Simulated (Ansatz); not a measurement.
`C[S][Mg][Cl]` + H₂O → `C[S][Mg][OH]` + HCl at 600 K and 1 bar (formal hydrolysis of a Mg–Cl bond).

Isolated molecules relaxed with PBE0-D4/def2-TZVP in Ansatz; ΔE leaves out vibrations. CCSD(T)/CBS is the MP2 limit (def2-TZVPP, def2-QZVPP) plus CCSD(T) − MP2 in def2-TZVPP, frozen cores. This one scheme is used for every species. For Mg outer-core shells are correlated without core-valence functions, which leaves a few kJ/mol of doubt a bond. One conformer a species, not always the lowest.

| species | CCSD(T)/CBS energy (Eh) | H − E (kJ/mol) | S (J/(mol·K)) |
| --- | --- | --- | --- |
| `C[S][Mg][Cl]` | -1097.42002 | 154.8 | 418.0 |
| H₂O | -76.37941 | 76.8 | 212.8 |
| `C[S][Mg][OH]` | -713.38697 | 190.1 | 446.7 |
| HCl | -460.38127 | 35.4 | 207.2 |

H − E and S are ideal-gas, rigid-rotor, harmonic terms from PBE0-D4/def2-TZVP, for one conformer and one mirror image of each species. 1 Eh = 2625.50 kJ/mol, R = 8.31446 J/(mol·K).

Question: By hand: ΔE, ΔH, ΔS and ΔG.

Answer: ΔE = (-713.38697) + (-460.38127) − (-1097.42002) − (-76.37941) = 0.03119 Eh = 81.9 kJ/mol. Δ(H − E) = 190.1 + 35.4 − 154.8 − 76.8 = -6.1, so ΔH = 75.8 kJ/mol. ΔS = 446.7 + 207.2 − 418.0 − 212.8 = 23.1 J/(mol·K). ΔG = 75.8 − 600 × (23.1)/1000 = 61.9 kJ/mol.

Question: By hand: the equilibrium constant, and the temperature at which ΔG would vanish if ΔH and ΔS stayed fixed.

Answer: log₁₀ K = −ΔG/(RT ln 10) = -5.4. ΔG = 0 at ΔH/ΔS = 3281 K, far beyond where these terms or the molecules hold.

ΔH outweighs TΔS. A doubt of 5 kJ/mol in ΔE shifts log₁₀ K by 0.4 here. Other conformers and mirror images would add mixing entropy, several J/(mol·K) or more a flexible species. Modes under 60 cm⁻¹, often nearly free rotors, make the harmonic entropy too high. These are equilibria of isolated gas molecules and say nothing of rates. Largest T1 diagnostic: 0.010 (customary marks: 0.02 for closed shells, 0.045 for open ones).
